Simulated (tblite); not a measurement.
Species: C₆H₇BrN₂Si.
Numbering: `[N:1]#[C:2]/[CH:3]=[CH:4]\[Si@H:5]([CH2:6][Br:7])[CH2:8][C:9]#[N:10]` (hydrogens: H11 on C3; H12 on C4; H13 on Si5; H14, H15 on C6; H16, H17 on C8)

Computed with GFN2-xTB (tblite), gas phase: L-BFGS steps from a force-field or distance-geometry start until the largest atomic force falls under 0.01 eV/Å.

Step 24: E = -760.4544 eV
```
atom  x, y, z in Å  |  force x, y, z in eV/Å
N1      2.1209   -0.3889    2.0919   -0.028   0.003   0.021
C2      2.2304   -0.1893    0.9675   -0.044  -0.022  -0.044
C3      2.3675    0.0465   -0.4145   -0.021   0.045  -0.015
C4      1.3246    0.1996   -1.2371    0.015  -0.042   0.028
Si5    -0.4961    0.1472   -0.7205   -0.003   0.088  -0.021
C6     -0.8574    1.5465    0.5272   -0.029  -0.018   0.019
Br7    -0.3886    3.2544   -0.2940    0.024   0.006   0.002
C8     -0.9135   -1.5167    0.1360   -0.003   0.017  -0.016
C9     -2.3083   -1.5451    0.4441   -0.045   0.016   0.019
N10    -3.4294   -1.5237    0.6694    0.005  -0.013   0.009
H11     3.3951    0.1047   -0.7530    0.012   0.011  -0.040
H12     1.5322    0.3910   -2.2819    0.024  -0.011   0.035
H13    -1.3404    0.3879   -1.8958    0.035  -0.062  -0.027
H14    -1.9184    1.6014    0.7580   -0.006   0.027   0.056
H15    -0.2943    1.4852    1.4559    0.012  -0.007  -0.023
H16    -0.6873   -2.3544   -0.5224    0.036  -0.018   0.001
H17    -0.3441   -1.6343    1.0592    0.015  -0.022  -0.004
```

Step 25: E = -760.4554 eV
```
atom  x, y, z in Å  |  force x, y, z in eV/Å
N1      2.1102   -0.3887    2.0913   -0.024   0.001  -0.008
C2      2.2250   -0.1904    0.9670   -0.028  -0.002  -0.035
C3      2.3672    0.0491   -0.4144   -0.027   0.015  -0.015
C4      1.3243    0.1987   -1.2380    0.026  -0.029   0.028
Si5    -0.4972    0.1462   -0.7235    0.005   0.108  -0.007
C6     -0.8561    1.5432    0.5280   -0.019   0.034   0.004
Br7    -0.3854    3.2546   -0.2936    0.009  -0.033   0.018
C8     -0.9123   -1.5154    0.1360   -0.002  -0.003  -0.009
C9     -2.3066   -1.5443    0.4455   -0.042   0.013   0.008
N10    -3.4278   -1.5223    0.6702   -0.005  -0.014   0.015
H11     3.3954    0.1065   -0.7535   -0.014   0.015  -0.020
H12     1.5327    0.3915   -2.2823    0.023  -0.011   0.029
H13    -1.3424    0.3861   -1.8984    0.039  -0.061  -0.020
H14    -1.9166    1.6008    0.7617    0.000   0.025   0.047
H15    -0.2910    1.4840    1.4557    0.011  -0.019  -0.032
H16    -0.6840   -2.3538   -0.5200    0.025  -0.030  -0.015
H17    -0.3427   -1.6338    1.0586    0.023  -0.008   0.011
```

Step 26: E = -760.4563 eV
```
atom  x, y, z in Å  |  force x, y, z in eV/Å
N1      2.0985   -0.3884    2.0901   -0.021  -0.002  -0.044
C2      2.2187   -0.1916    0.9659   -0.008   0.016  -0.005
C3      2.3666    0.0518   -0.4145   -0.019  -0.020  -0.006
C4      1.3241    0.1972   -1.2390    0.019  -0.005   0.016
Si5    -0.4981    0.1470   -0.7266    0.008   0.080   0.017
C6     -0.8552    1.5406    0.5289   -0.008   0.078  -0.008
Br7    -0.3819    3.2542   -0.2927   -0.003  -0.054   0.028
C8     -0.9109   -1.5141    0.1359   -0.002  -0.016  -0.001
C9     -2.3052   -1.5431    0.4469   -0.019   0.007  -0.007
N10    -3.4264   -1.5210    0.6713   -0.014  -0.013   0.019
H11     3.3955    0.1087   -0.7542   -0.037   0.017   0.002
H12     1.5342    0.3917   -2.2824    0.020  -0.011   0.014
H13    -1.3439    0.3833   -1.9015    0.040  -0.054  -0.018
H14    -1.9146    1.6007    0.7666    0.002   0.023   0.036
H15    -0.2873    1.4824    1.4549    0.013  -0.031  -0.032
H16    -0.6802   -2.3540   -0.5177    0.009  -0.024  -0.022
H17    -0.3409   -1.6334    1.0582    0.021   0.008   0.012
```

Question: Estimate the geometry and energy of step 27. (The exact step hangs on the optimiser's Hessian estimate; all steps are aligned on step 26, rigid shifts and turns removed.)

Answer: E = -760.4572 eV, largest force 0.092 eV/Å
```
atom  x, y, z in Å  |  force x, y, z in eV/Å
N1      2.0856   -0.3882    2.0884   -0.019  -0.004  -0.063
C2      2.2119   -0.1923    0.9645    0.009   0.029   0.023
C3      2.3657    0.0541   -0.4147   -0.005  -0.045   0.004
C4      1.3241    0.1959   -1.2401   -0.002   0.021  -0.003
Si5    -0.4987    0.1491   -0.7294    0.004   0.021   0.040
C6     -0.8542    1.5392    0.5297   -0.001   0.091  -0.012
Br7    -0.3783    3.2526   -0.2913   -0.009  -0.046   0.027
C8     -0.9094   -1.5132    0.1358   -0.002  -0.018   0.003
C9     -2.3041   -1.5419    0.4482    0.011  -0.002  -0.021
N10    -3.4252   -1.5198    0.6729   -0.014  -0.011   0.021
H11     3.3947    0.1113   -0.7544   -0.044   0.017   0.018
H12     1.5359    0.3919   -2.2824    0.017  -0.011  -0.003
H13    -1.3450    0.3797   -1.9048    0.039  -0.044  -0.017
H14    -1.9123    1.6009    0.7720   -0.001   0.023   0.027
H15    -0.2831    1.4799    1.4534    0.017  -0.038  -0.025
H16    -0.6761   -2.3547   -0.5158   -0.010  -0.006  -0.020
H17    -0.3385   -1.6325    1.0581    0.010   0.023   0.003
```

The energy changes by -0.0009 eV. The first-order estimate −F·Δx gives -0.0012 eV and the mean of the old and new forces, exact on a quadratic surface, -0.0009 eV. The step makes an angle of 71° with the force vector and moves no atom by more than 0.013 Å.

The cost below is that of the whole relaxation. On one thread, Arm Neoverse N1 (aarch64) (shared host), this took 1.1 s.
